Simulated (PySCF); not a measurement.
Single point on SrSn

State: ³Π (triplet), unpaired electrons σ ↑, π ↑, a second solution, started from another occupation.

An equivalent input (the run itself took its basis sets from the Basis Set Exchange, started from a PBE0 density and held the occupation σ 8α 7β, πx 4α 3β, πy 3α 3β, δx 1α 1β, δy 1α 1β):

```python
from pyscf import gto, dft
mol = gto.M(atom='Sr 0 0 0; Sn 0 0 3.175', basis={'Sr': 'def2-SVP', 'Sn': 'def2-SVP'}, ecp={'Sr': 'def2-SVP', 'Sn': 'def2-SVP'},
            charge=0, spin=2, verbose=4, symmetry='C2v')
mf = dft.UKS(mol, xc='PBE0')
mf.grids.atom_grid = (80, 434)
mf.grids.prune = dft.gen_grid.treutler_prune
mf.irrep_nelec = {'A1': (9, 8), 'A2': (1, 1), 'B1': (4, 3), 'B2': (3, 3)}
mf.conv_tol = 1e-9
mf.max_cycle = 60
mf.diis_space = 10
mf.kernel()
```

The log (some set-up lines and the per-cycle HOMO/LUMO lines removed):

```
******** <class 'pyscf.dft.uks_symm.SymAdaptedUKS'> ********
method = SymAdaptedUKS
damping factor = 0
level_shift factor = 0
DIIS = <class 'pyscf.scf.diis.CDIIS'>
diis_start_cycle = 1
diis_space = 10
diis_damp = 0
SCF conv_tol = 1e-09
SCF conv_tol_grad = None
SCF max_cycles = 60
number electrons alpha = 17  beta = 15
Set gradient conv threshold to 3.16228e-05
init E= -244.932517778128
cycle= 1 E= -244.938287719859  delta_E= -0.00577  |g|= 0.00582  |ddm|= 0.0692
cycle= 2 E= -244.938323494516  delta_E= -3.58e-05  |g|= 0.00587  |ddm|= 0.0423
cycle= 3 E= -244.938358026805  delta_E= -3.45e-05  |g|= 0.000977  |ddm|= 0.0156
cycle= 4 E= -244.938360995171  delta_E= -2.97e-06  |g|= 0.000542  |ddm|= 0.00567
cycle= 5 E= -244.938362581015  delta_E= -1.59e-06  |g|= 0.00021  |ddm|= 0.00491
cycle= 6 E= -244.93836281455  delta_E= -2.34e-07  |g|= 4.98e-05  |ddm|= 0.00218
cycle= 7 E= -244.93836284192  delta_E= -2.74e-08  |g|= 2.11e-05  |ddm|= 0.000688
cycle= 8 E= -244.938362845533  delta_E= -3.61e-09  |g|= 7.95e-06  |ddm|= 0.00023
cycle= 9 E= -244.938362846083  delta_E= -5.5e-10  |g|= 2.47e-06  |ddm|= 0.000111
Extra cycle  E= -244.938362846108  delta_E= -2.46e-11  |g|= 1.63e-06  |ddm|= 2.14e-05
converged SCF energy = -244.938362846108  <S^2> = 2.0043237  2S+1 = 3.0028811
```

Repeating this along the bond gives Re = 3.490 Å and ωe = 99.1 cm⁻¹.

A point of this curve took 1.1 CPU seconds beside 0.35 for the integrals (shared host).

Spin–orbit coupling is left out.
